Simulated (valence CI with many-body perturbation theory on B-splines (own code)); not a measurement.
Values are calculated unless marked as measured or tabulated.
## Ladder of approximations for Os LXIII

Level of theory: relativistic CI+MBPT: four valence electrons over a frozen Dirac-Fock core [Ne], radial functions for each j: 11 s, 11 p, 9 d, 7 f, 5 g, 2 h, 1 i, with the one-electron correlation potential Σ1 (screened to all orders), the two-electron term Σ2, the three-electron term Σ3, Breit, model QED; selected single and double excitations, second order for the rest (own B-spline code, finite nucleus).

The last digits are not significant, and no measured levels were compared; by estimate large intervals hold to a few tenths of a per cent, small ones and those within an open d or f shell to about a per cent.

Each rung adds one term. CI alone is the Dirac-Coulomb CI over the frozen core; QED comes last and gives the full result, which names the levels. Energies are above (3s^2 3p1/2^2) J=0 on the same rung, in Ry.

Levels are named by their leading jj configuration (3d3/2^4 stands for four electrons in 3d with j = 3/2), which in mixed levels can hold well under half, so a name can repeat and another be missing. Letters in brackets count levels of one name in rising energy.

| Level | CI alone | Σ1 | Σ2 | Σ3 | Breit | QED | Full |
| --- | --- | --- | --- | --- | --- | --- | --- |
| (3s^2 3p1/2 3p3/2) J=1 | 29.442 | +0.0150 | +0.0114 | +0.0013 | -0.3656 | +0.0324 | 29.137 |
| (3s^2 3p1/2 3p3/2) J=2 | 30.192 | +0.0150 | +0.0086 | 0.0000 | -0.4059 | +0.0322 | 29.842 |
| (3s 3p1/2^2 3p3/2) J=2 | 42.496 | -0.0056 | +0.0063 | +0.0051 | -0.0795 | -0.3292 | 42.093 |
| (3s 3p1/2^2 3p3/2) J=1 | 44.582 | -0.0054 | -0.0120 | +0.0027 | -0.1137 | -0.2824 | 44.171 |
| (3s^2 3p1/2 3d3/2) J=2 | 46.406 | -0.0040 | -0.0077 | -0.0035 | -0.4730 | -0.0428 | 45.875 |
| (3s^2 3p1/2 3d3/2) J=1 | 49.780 | -0.0043 | -0.0572 | -0.0115 | -0.3663 | -0.0973 | 49.243 |
| (3s^2 3p1/2 3d5/2) J=2 | 54.792 | +0.0085 | -0.0298 | -0.0080 | -0.6018 | -0.0305 | 54.130 |
| (3s^2 3p1/2 3d5/2) J=3 | 54.942 | +0.0088 | -0.0204 | -0.0084 | -0.6731 | -0.0238 | 54.225 |
| (3s 3p1/2^2 3d3/2) J=1 | 59.707 | -0.0248 | -0.0176 | -0.0019 | -0.0981 | -0.4092 | 59.155 |
| (3s^2 3p3/2^2) J=2 | 60.098 | +0.0162 | +0.0100 | -0.0010 | -0.6773 | +0.0316 | 59.478 |
| (3s 3p1/2^2 3d3/2) J=2 | 60.357 | -0.0110 | -0.0097 | -0.0023 | -0.1917 | -0.3801 | 59.762 |
| (3s^2 3p3/2^2) J=0 | 61.662 | +0.0299 | +0.0161 | -0.0018 | -0.6965 | +0.0604 | 61.070 |
| (3s 3p1/2^2 3d5/2) J=3 | 67.800 | -0.0121 | -0.0325 | -0.0053 | -0.3243 | -0.3915 | 67.034 |
| (3s 3p1/2^2 3d5/2) J=2 | 68.842 | -0.0123 | -0.0353 | -0.0090 | -0.2970 | -0.3937 | 68.095 |
| (3s 3p1/2 3p3/2^2) J=2 [a] | 71.222 | +0.0091 | +0.0232 | +0.0054 | -0.4253 | -0.2933 | 70.541 |
| (3s 3p1/2 3p3/2^2) J=3 | 72.726 | +0.0095 | +0.0157 | +0.0045 | -0.5059 | -0.2886 | 71.961 |
| (3s 3p1/2 3p3/2^2) J=0 | 73.480 | +0.0094 | +0.0193 | +0.0038 | -0.4250 | -0.2636 | 72.824 |
| (3s 3p1/2 3p3/2^2) J=2 [b] | 74.696 | +0.0097 | -0.0021 | +0.0029 | -0.5486 | -0.2211 | 73.936 |
| (3s 3p1/2 3p3/2^2) J=1 [a] | 74.687 | +0.0095 | +0.0001 | +0.0026 | -0.4782 | -0.2550 | 73.966 |
| (3s 3p1/2 3p3/2^2) J=1 [b] | 75.566 | +0.0094 | -0.0234 | +0.0012 | -0.4165 | -0.3010 | 74.836 |
| (3s^2 3p3/2 3d3/2) J=3 | 78.724 | +0.0110 | -0.0226 | -0.0088 | -0.8435 | -0.0210 | 77.839 |
| (3s^2 3p3/2 3d3/2) J=2 | 79.065 | +0.0104 | -0.0471 | -0.0078 | -0.7089 | -0.1034 | 78.208 |
| (3s^2 3p3/2 3d3/2) J=1 | 79.076 | +0.0107 | -0.0371 | -0.0078 | -0.7350 | -0.0642 | 78.242 |
| (3s^2 3p3/2 3d3/2) J=0 | 79.119 | +0.0108 | -0.0320 | -0.0083 | -0.7101 | -0.0537 | 78.326 |
| (3s^2 3p3/2 3d5/2) J=4 | 83.761 | +0.0237 | +0.0062 | -0.0039 | -1.0216 | +0.0064 | 82.772 |
| (3s^2 3p3/2 3d5/2) J=2 | 84.498 | +0.0234 | -0.0092 | -0.0052 | -0.9783 | -0.0006 | 83.528 |
| (3s^2 3p3/2 3d5/2) J=3 | 86.252 | +0.0231 | -0.0335 | -0.0126 | -0.9930 | -0.0014 | 85.235 |
| (3s^2 3p3/2 3d5/2) J=1 | 86.970 | +0.0234 | -0.0224 | -0.0158 | -0.9332 | -0.0009 | 86.021 |
| (3s 3p1/2 3p3/2 3d3/2) J=2 [a] | 86.910 | -0.0102 | +0.0077 | +0.0054 | -0.3789 | -0.4479 | 86.086 |
| (3s 3p1/2 3p3/2 3d3/2) J=0 [a] | 87.405 | -0.0100 | +0.0152 | +0.0021 | -0.4085 | -0.3904 | 86.613 |
| (3s 3p1/2 3p3/2 3d3/2) J=1 [a] | 87.657 | -0.0099 | +0.0100 | +0.0008 | -0.4646 | -0.3768 | 86.816 |

The middle columns are the shifts that each term adds.

Task: How does the ionisation energy move along the ladder, and which term matters most?

Result: CI alone 7051.5, + Σ1 7052.7, + Σ2 7052.8, + Σ3 7052.6, + Breit 7041.4, + QED 7041.1 eV. The largest step is Breit, -11.2 eV. NIST lists 7039 ± 15 eV (theoretical).
